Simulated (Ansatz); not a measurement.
Basis-set extrapolation for `CO[Si@@H](N)[Si@H](N)F` (PBE0-D4/def2-TZVP geometry, frozen core, the Gaussian-basis code of Ansatz). Multiplicity 1, RHF reference.

```json
{"": "HF", "def2-TZVPP": "-904.517193", "def2-QZVPP": "-904.551958"}
{"": "MP2 correlation", "def2-TZVPP": "-1.328253", "def2-QZVPP": "-1.433876"}
{"": "CCSD(T) correlation", "def2-TZVPP": "-1.429189", "def2-QZVPP": "not run"}
```

Energies in hartree. Use E(X) = E(∞) + A·exp(−7.88·√X) for Hartree–Fock and E(X) = E(∞) + B·X^(−2.97) for correlation, with X = 3 and 4, and add CCSD(T) minus MP2 of the smaller set to the MP2 limit.

Task: What is the CCSD(T) energy at the basis-set limit?

Result: HF limit: -904.551958 + (-0.034765) × 0.13774 = -904.55675. MP2 limit: -1.433876 + (-0.105623) × 0.74074 = -1.51212. Higher-order term: -1.429189 − (-1.328253) = -0.10094. Total: -906.16981 hartree, 586.6 kJ/mol below CCSD(T)/def2-TZVPP.
